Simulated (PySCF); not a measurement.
**Worked example: chemical shift, span and skew from a shielding tensor**

silicon monosulfide (SSi), SMILES S=[Si] (connectivity only; charge and spin as stated), neutral, multiplicity 1. Atoms are numbered in the order given.

```xyz
2

Si     0.0000     0.0000    -1.0408
S      0.0000     0.0000     0.9107
```
Charge 0, spin multiplicity 1.

The structure is a stationary point at PBE-D3(BJ)/def2-TZVPD.

GIAO shieldings from PySCF with PBE0/pcSseg-2, non-relativistic, no solvent. The symmetric part of the tensor of Si1 has the principal values -552.2, -552.2, 880.0 ppm. The same nucleus in TMS has σ = 341.9 ppm at this level (PySCF, at its B3LYP-D3(BJ)/def2-TZVP geometry).

### Question
Work out the isotropic shielding, the ²⁹Si shift against TMS, the span and the skew.

### Answer

σ(iso) = (σ11 + σ22 + σ33)/3 = -74.8 ppm. δ = σ(ref) − σ(iso) = 341.9 − (-74.8) = 416.7 ppm.
Span Ω = σ33 − σ11 = 1432.2 ppm. Skew κ = 3(σ(iso) − σ22)/Ω = 1.00, an axial tensor. Tumbling in solution averages the tensor to δ; in a static solid the shielding alone would spread this spin-1/2 line over Ω.
